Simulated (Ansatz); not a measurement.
Input file for C2H6Cl2Se2Zr, SMILES `C[Se][Zr]([Cl])([Cl])[Se]C`:

```yaml
crystal:
  periodic: [false, false, false]
  atoms:
    - {symbol: C, position_ang: [0.054191, -2.776030, 0.111811]}
    - {symbol: Se, position_ang: [-0.433935, -2.218363, -1.717229]}
    - {symbol: Zr, position_ang: [-0.724883, 0.094705, -0.769776]}
    - {symbol: Cl, position_ang: [-2.053226, 0.085105, 1.168559]}
    - {symbol: Cl, position_ang: [-1.616785, 1.498809, -2.403842]}
    - {symbol: Se, position_ang: [1.600445, 0.877726, -0.165225]}
    - {symbol: C, position_ang: [0.787147, 2.540231, 0.516279]}
    - {symbol: H, position_ang: [1.004306, -3.300663, 0.044496]}
    - {symbol: H, position_ang: [-0.729246, -3.426548, 0.491744]}
    - {symbol: H, position_ang: [0.182043, -1.931965, 0.796884]}
    - {symbol: H, position_ang: [1.262748, 3.374285, 0.005528]}
    - {symbol: H, position_ang: [-0.289976, 2.593962, 0.331744]}
    - {symbol: H, position_ang: [0.957172, 2.588745, 1.589037]}
basis:
  gaussian: {orbitals: def2-TZVPP}
correlation: {method: ccsd_t}
output: {orbitals: {seedname: orbitals}}
```

```sh
$ ansatz run in.yaml --threads 4 --pin off --events-out ev --progress --plain --max-ram 66560MiB --backend cuda --devices 0, --max-vram 37GiB
```

Log, shortened:

```
Functional definition: HF
2370 factors; integrals over basis functions are off by at most 1.1e-3 eV
mean field evaluation 1: about -159039.6716 eV, gradient 3.6e1 eV
mean field evaluation 2: about -159040.0483 eV, gradient 3.6e1 eV
mean field evaluation 4: about -159044.0007 eV, gradient 5.7e0 eV
mean field evaluation 8: about -159044.1337 eV, gradient 4.6e-1 eV
mean field evaluation 16: about -159044.1362 eV, gradient 3.2e-6 eV
mean field -159044.13623516 eV, -5844.7642026546 hartree, gradient 3.2e-6 eV, S^2 0.000000; 0 other end points of the search recorded, 0 dependent functions left out
30 core orbitals not correlated: weight in the atoms' cores, before any rotation towards them, 1.000 or more for the frozen orbitals, at most 0.000 for the correlated occupied ones
reference -159044.13623516 eV, -5844.7642026546 hartree; 36, 36 occupied and 316, 316 virtual orbitals, 2370 factors
second order -44.73303908 eV of doubles, -0.00000000 eV of singles
cycle   1  -44.43441670 eV  change    3.0e-1 eV  update   2.1e-1
cycle   2  -45.51123785 eV  change    -1.1e0 eV  update   1.0e-1
cycle   3  -45.91911688 eV  change   -4.1e-1 eV  update   4.2e-2
cycle   4  -45.90533192 eV  change    1.4e-2 eV  update   1.5e-2
cycle   5  -45.89094288 eV  change    1.4e-2 eV  update   6.9e-3
cycle   6  -45.89199214 eV  change   -1.0e-3 eV  update   2.9e-3
cycle   7  -45.89273746 eV  change   -7.5e-4 eV  update   1.5e-3
cycle   8  -45.89221195 eV  change    5.3e-4 eV  update   5.4e-4
cycle   9  -45.89253200 eV  change   -3.2e-4 eV  update   2.2e-4
cycle  10  -45.89265668 eV  change   -1.2e-4 eV  update   7.5e-5
cycle  11  -45.89253493 eV  change    1.2e-4 eV  update   3.6e-5
cycle  12  -45.89255692 eV  change   -2.2e-5 eV  update   1.8e-5
perturbative correction -2.16351389 eV, -0.0795076690 hartree
Total energy: -159092.19230597 eV, -5846.5302306833 hartree
```

It took 21 s on 4 threads of an AMD EPYC 7R13 on a shared host and a share of an NVIDIA H100 80 GB, with 0.89 GiB of host memory at the peak.

The correlation energy is -48.056 eV, 4.5 % of it from (T); the T1 diagnostic reads 0.0151.
